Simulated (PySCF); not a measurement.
**Correlation energy of Rh³⁹⁺ (rhodium, charge +39)**

[He] 2s2 2p2, high-spin 3P determinant. Calculation: PySCF 2.14, in an uncontracted even-tempered set (19 s from 16 bohr⁻², ratio 2.2; 12 p from 20 bohr⁻², ratio 2.2; 6 d from 79 bohr⁻², ratio 2.4; 5 f from 120 bohr⁻², ratio 2.4; 4 g from 180 bohr⁻², ratio 2.4); scalar relativity by spin-free X2C-1e. Frozen: nothing; 6 electrons correlated; the 14 highest virtual orbitals of each spin left out.

```tsv
level	correlation energy (mhartree)
CCSD	-260.71
(T)	-0.36
CCSD(T)	-261.07
```

Diagnostics: T1 = 0.00020, D1 = 0.0005, largest double amplitude 0.063.

Spin-orbit coupling is strong in this species (close to jj coupling), so the high-spin LS determinant is a model state, not a physical level.

Cost of the coupled-cluster step: 84 s of wall time on 2 threads of Neoverse-V2 (shared host), for 6 correlated electrons.

Iterations:

```
CC2 = 0
CCSD nocc = (np.int64(4), np.int64(2)), nmo = (142, 142)
frozen orbitals [[142, 143, 144, 145, 146, 147, 148, 149, 150, 151, 152, 153, 154, 155], [142, 143, 144, 145, 146, 147, 148, 149, 150, 151, 152, 153, 154, 155]]
max_cycle = 100
direct = 0
conv_tol = 1e-08
conv_tol_normt = 1e-06
diis_space = 8
diis_start_cycle = 0
Init t2, MP2 energy = -0.231289578130606
Init E_corr(UCCSD) = -0.231289578130606
cycle = 1  E_corr(UCCSD) = -0.251400799232813  dE = -0.0201112211  norm(t1,t2) = 0.0138303
cycle = 2  E_corr(UCCSD) = -0.257550221316835  dE = -0.00614942208  norm(t1,t2) = 0.00474361
cycle = 3  E_corr(UCCSD) = -0.260716996711946  dE = -0.0031667754  norm(t1,t2) = 0.00162821
cycle = 4  E_corr(UCCSD) = -0.260713497378895  dE = 3.49933305e-06  norm(t1,t2) = 1.2251e-06
cycle = 5  E_corr(UCCSD) = -0.260713611358329  dE = -1.13979434e-07  norm(t1,t2) = 5.06042e-08
cycle = 6  E_corr(UCCSD) = -0.26071360726448  dE = 4.09384854e-09  norm(t1,t2) = 3.76969e-09
UCCSD converged
E(UCCSD) = -2971.735893677869  E_corr = -0.2607136072644802
UCCSD(T) correction = -0.000361270363034899
```

At this charge the one-electron X2C treatment keeps the bare 1/r₁₂, with no two-electron picture change or Breit term. That inflates the 1s pair energies well beyond their four-component values; and a scalar Hamiltonian misses the large spin-orbit splitting of the p shells, which matters for ns² → np² pairs.

Spin-orbit coupling is strong in this species, so the high-spin LS determinant is a model state.
